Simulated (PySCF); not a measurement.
NICS in rings of unrelated molecules.

Probes without a nucleus sit at each ring's centroid and 1 Å off its mean plane on both sides; NICS is minus the shielding there, NICSzz its component along the normal. Level: GIAO PBE0/pcSseg-1 (PySCF, non-relativistic, gas phase) on the GFN2-xTB geometries, one conformer each. Atom numbers follow the mapped SMILES.

Question: Order these rings by mean NICS(1)zz, lowest (most negative) first (ppm).
A. ring C1–C2–C3–C4–C5–C6 in `[cH:1]1[cH:2][cH:3][c:4]2[c:5]([cH:6]1)[CH2:7][CH2:8][PH:9]2`
B. ring C2–C3–C4–C6–N8–N9 in `[CH3:1][c:2]1[cH:3][c:4]([F:5])[c:6]([CH3:7])[n:8][n:9]1`
C. ring Si3–C4–C5 in `[SiH3:1][CH2:2][SiH:3]1[CH2:4][CH2:5]1`
D. ring C3–C4–C5–C6–C7–P9 in `[CH2:1]=[CH:2][c:3]1[cH:4][cH:5][cH:6][c:7]([CH3:8])[p:9]1`
E. ring P3–C4–C5–O6–C7–C8 in `[CH3:1][NH:2][P:3]1[CH2:4][CH2:5][O:6][CH2:7][CH2:8]1`
F. ring C3–C4–C5–P6–C7–C8 in `[CH2:1]=[CH:2][c:3]1[cH:4][cH:5][p:6][cH:7][c:8]1[CH3:9]`
G. ring C2–C3–N4–N5–C6 in `[CH3:1][c:2]1[cH:3][n:4][nH:5][c:6]1[C:7]([F:8])([F:9])[F:10]`

Answer: G (-30.6), A (-27.5), B (-26.3), F (-25.2), D (-23.6), C (-15.2), E (2.7).

```csv
SMILES,ring,NICS(0),NICS(1),NICS(1)zz,HOMA,rms pucker (Å),ring atoms with four or more neighbours
Cc1cn[nH]c1C(F)(F)F,5-membered ring with 2 N; formal bonds all aromatic,-13.8,-12.1,-30.6,0.96,0.00,0
c1ccc2c(c1)CCP2,6-membered carbocycle; formal bonds all aromatic,-8.0,-11.1,-27.5,0.99,0.00,0
Cc1cc(F)c(C)nn1,6-membered ring with 2 N; formal bonds all aromatic,-7.2,-11.3,-26.3,0.96,0.00,0
C=Cc1ccpcc1C,6-membered ring with P; formal bonds all aromatic,-7.1,-10.2,-25.2,0.93,0.00,0
C=Cc1cccc(C)p1,6-membered ring with P; formal bonds all aromatic,-6.6,-9.8,-23.6,0.89,0.00,0
[SiH3]C[SiH]1CC1,3-membered ring with Si; formal bonds all single,-26.0,-7.6,-15.2,–,0.00,3
CNP1CCOCC1,6-membered ring with O and P; formal bonds all single,-3.0,-2.3,2.7,–,0.28,4
```

NICS(0) gives another order. The isotropic NICS(1) gives another order. Over the 5 rings with a HOMA value its correlation coefficient with NICS(1)zz is -0.70. HOMA uses Krygowski's 1993 parameters; it is left out where a ring has a four-coordinate atom, a triple bond, no multiple bond or a kind of bond without parameters. NICS(1) and NICS(1)zz are means over the two faces.
